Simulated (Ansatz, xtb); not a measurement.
## CH4Al2N: where a starting geometry ends

The starting geometry of this gas-phase doublet was built from a drawn formula by distance geometry and a force field; its bonds are those of `[AlH2][C]1[NH][AlH]1`.

| atom | x (Å) | y (Å) | z (Å) |
| --- | --- | --- | --- |
| C | 0.0545 | 0.9723 | 0.1571 |
| Al | -0.7118 | 2.0326 | 1.6811 |
| Al | 0.2391 | 2.1973 | -1.3319 |
| N | 1.4961 | 1.4188 | 0.0030 |
| H | 0.2302 | 2.9391 | 2.5289 |
| H | -2.2305 | 2.5188 | 1.5228 |
| H | 1.9936 | 0.6601 | -0.4807 |
| H | -0.2513 | 3.5115 | -2.1159 |

Predict what it relaxes into with r2SCAN-D4/def2-SVP.

It keeps its bonds, and is `[AlH2][C]1[NH][AlH]1`. Distances that change by over a tenth: Al3–N4 (1.99 → 1.79 Å).

The energy falls by 1.95 eV over 17 steps:

```csv
step,E − E(last) (eV)
1,1.950
3,0.728
5,0.426
6,0.399
8,0.302
10,0.183
12,0.051
13,0.014
15,0.001
17,0.000
```

Final geometry (Å):

| atom | x (Å) | y (Å) | z (Å) |
| --- | --- | --- | --- |
| C | 0.0382 | 2.0757 | 0.1559 |
| Al | -0.7149 | 2.1420 | 1.9107 |
| Al | 0.1719 | 2.3155 | -1.7106 |
| N | 1.2321 | 1.6169 | -0.4513 |
| H | 0.1070 | 1.5577 | 3.1516 |
| H | -2.1598 | 2.7888 | 2.0755 |
| H | 1.9767 | 1.1822 | 0.0921 |
| H | 0.1689 | 2.5718 | -3.2594 |

From the same start GFN2-xTB ends elsewhere, differing in Al2–Al3 (2.67 against 3.73 Å here).

No frequencies were run, so the end isn't proven a minimum. Open shells are spin-unrestricted. Run with Ansatz 0.2.0, 97 s on 2 threads of Arm Neoverse V1, with other jobs on the host.
